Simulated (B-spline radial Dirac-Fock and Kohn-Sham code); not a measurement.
# Satellites and hypersatellites of the K lines of Sr²⁺

System: Sr²⁺ in the configuration [Ar] 3d10 4s2 4p6.

Calculated with a radial atomic solver, using ΔSCF Dirac-Fock with Breit, self-energy and vacuum polarisation, finite nucleus, configuration average. Each two-hole energy is an average over J within one jj subconfiguration, not an observable level; in light atoms, where LS coupling holds, the j-resolved values are not observed lines, and for a K spectator the Kα1 hypersatellite is nearly forbidden. The model has no electron correlation.

Lines without a spectator: Kα2 (K-L2) 14096.3 eV, Kα1 (K-L3) 14163.6 eV, Kβ3 (K-M2) 15821.9 eV, Kβ1 (K-M3) 15832.5 eV. Shifts in eV with one spectator hole (a dash: not computed, or left out as unreliable):

| spectator hole | Kα2 | Kα1 | Kβ3 | Kβ1 |
| --- | --- | --- | --- | --- |
| K (1s) | +415.6 | +422.9 | +524.8 | +526.2 |
| L2 (2p1/2) | +42.2 | +52.2 | – | +114.2 |
| L3 (2p3/2) | +44.9 | +43.9 | +106.4 | – |
| M2 (3p1/2) | – | +4.46 | +10.74 | +13.52 |
| M3 (3p3/2) | +3.64 | – | +12.13 | +11.57 |
| M4 (3d3/2) | -0.20 | -1.86 | – | – |
| M5 (3d5/2) | -2.06 | -0.95 | – | – |

With n spectator holes in 2p, averaged over the 2p shell (energies in eV):

| n | KαLⁿ | step | hypersatellite KαʰLⁿ |
| --- | --- | --- | --- |
| 0 | 14141.1 | – | 14561.6 |
| 1 | 14187.4 | +46.3 | 14609.1 |
| 2 | 14234.8 | +47.4 | 14657.9 |
| 3 | 14283.4 | +48.6 | 14707.7 |
| 4 | 14333.2 | +49.8 | 14758.8 |
| 5 | 14384.1 | +50.9 | 14811.1 |
